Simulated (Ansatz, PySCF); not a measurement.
Reaction (SMILES): C[SiH2]C [dimethylsilane] -> [CH2][SiH2]C + H atom (the C-H bond at the site shown breaks; other sites are not compared here)
Structures are relaxed separately at B3LYP-D3(BJ)/def2-TZVP in Ansatz (an electronic-structure program), one conformer each, not searched for the lowest. Frequencies are from Ansatz or PySCF.

Property: bond dissociation energy (enthalpy at 298 K, with B3LYP-D3(BJ) rigid-rotor harmonic-oscillator terms), in kcal/mol. Correlated levels leave the core frozen unless marked. UHF or UKS for open shells. Spin-orbit coupling is left out. No relativistic terms. Basis-set limits of correlation are two-point, X^-3; Hartree-Fock from the larger set (for Q and 5 zeta extrapolated as (X+1)exp(-9√X)). The bracket is a focal-point correction in the basis named.

```
level                                                                 program  bond dissociation energy (kcal/mol)  minus last row
-------------------------------------------------------------  --------------  -----------------------------------  --------------
HF/STO-3G                                                              Ansatz                                103.9             2.6
HF/cc-pV(Q+d)Z                                                         Ansatz                                 74.1           -27.2
PBE/def2-TZVPD                                                         Ansatz                                 97.9            -3.4
revPBE-D4/def2-TZVPD                                           Ansatz + dftd4                                 96.9            -4.4
r2SCAN/def2-TZVPD                                                      Ansatz                                 96.2            -5.1
PBE0/def2-TZVP                                                         Ansatz                                 97.7            -3.6
PBE0/def2-QZVPP                                                        Ansatz                                 97.8            -3.5
wB97X-V/def2-TZVPD                                                     Ansatz                                100.7            -0.6
MP2/aug-cc-pV(T+d)Z                                                    Ansatz                                100.6            -0.7
RI-MP2/aug-cc-pV(Q+d)Z                                                 Ansatz                                101.2            -0.1
SCS-MP2/cc-pV(Q+d)Z                                                    Ansatz                                102.4             1.1
SCS-MP2/cc-pV(5+d)Z                                                    Ansatz                                102.8             1.5
CCSD/CBS(cc-pV(Q+d)Z,cc-pV(5+d)Z)                                      Ansatz                                100.1            -1.2
RI-MP2/CBS(cc-pV(T+d)Z,cc-pV(Q+d)Z)+[CCSD(T)-MP2]/cc-pV(T+d)Z          Ansatz                                101.9             0.6
CCSD(T)/CBS(cc-pV(Q+d)Z,cc-pV(5+d)Z)                                   Ansatz                                101.3             0.0
```
